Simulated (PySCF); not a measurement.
Ionisation energy of Xe by level of theory

Xe [Xe] → Xe⁺ [Kr] 4d10 5s2 5p5 [5p1/2^2 5p3/2^3, M_J = 3/2], as a difference of total energies. Calculation: PySCF 2.14, in x2c-SVPall-2c; the two-component X2C-1e Hamiltonian. Correlated levels: [Ar] 3d10 frozen; the 6 highest virtual spinors dropped. "Screened" scales the spin-orbit matrix elements by Boettger's factors to mimic the two-electron term; Breit and QED terms are absent.

```
                    method  ionisation energy (eV)  error (eV)
           GHF (spin-free)                  11.642      -0.488
          GMP2 (spin-free)                  12.239      +0.109
 GHF (screened spin-orbit)                  11.213      -0.917
GMP2 (screened spin-orbit)                  11.823      -0.307
```

Reference: 12.130 eV (measured; NIST Atomic Spectra Database, ionization energies).

The spin-free rows lack the spin-orbit shift.

Errors of the correlated levels include the incompleteness of this basis and the frozen core.
